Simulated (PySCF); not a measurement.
Species: C7H6FN3.
Bonds: C1–C2, C2–C3 (aromatic), C3–C4 (aromatic), C4–C5 (aromatic), C5–C6 (aromatic), C6–C7 (aromatic), C7–F8, C7–N9 (aromatic), N9–N10 (aromatic), N10–N11 (aromatic), C2–N11 (aromatic), C6–N11 (aromatic). Hydrogens: H12, H13, H14 on C1; H15 on C3; H16 on C4; H17 on C5.

NICS is the negative of the GIAO shielding at a point without a nucleus: at the ring centre (0) and 1 Å above and below it (1); zz is the component along the ring normal. Level: GIAO PBE0/pcSseg-1 (PySCF, non-relativistic, gas phase) on the GFN2-xTB geometry, one conformer.

Rings: 1. C2–C3–C4–C5–C6–N11; 2. C6–C7–N9–N10–N11.

```tsv
set	NICS(0)	NICS(1), two faces	NICS(1)zz, two faces
P	-17.0	-15.1 / -15.1	-38.3 / -38.3
Q	-7.5	-9.2 / -9.2	-21.7 / -21.7
```

Which set (ppm) belongs to which ring?

P = 2, Q = 1.
- 1 (6-membered ring with N; formal bonds all aromatic): mean NICS(1)zz -21.7 ppm, shielded, aromatic by this magnetic criterion (flat ring, no four-coordinate atom), though in fused rings the probe also feels the neighbouring ring.
- 2 (5-membered ring with 3 N; formal bonds all aromatic): mean NICS(1)zz -38.3 ppm, shielded, aromatic by this magnetic criterion (flat ring, no four-coordinate atom), though in fused rings the probe also feels the neighbouring ring.

How do the rings differ in shape?

```csv
ring,bond lengths (Å),rms pucker (Å),HOMA,nearest outside atom to a NICS(1) probe (Å)
1,"1.364, 1.414, 1.364, 1.402, 1.381, 1.363",0.00,0.87,hydrogen 2.64
2,"1.401, 1.323, 1.293, 1.328, 1.381",0.00,0.93,fluorine 2.65
```

HOMA = 1 − mean of α(R − Ropt)² over the ring bonds, with Krygowski's 1993 parameters (CC: Ropt 1.388 Å, α 257.7 Å⁻²; CN: Ropt 1.334 Å, α 93.52 Å⁻²; NN: Ropt 1.309 Å, α 130.33 Å⁻²).
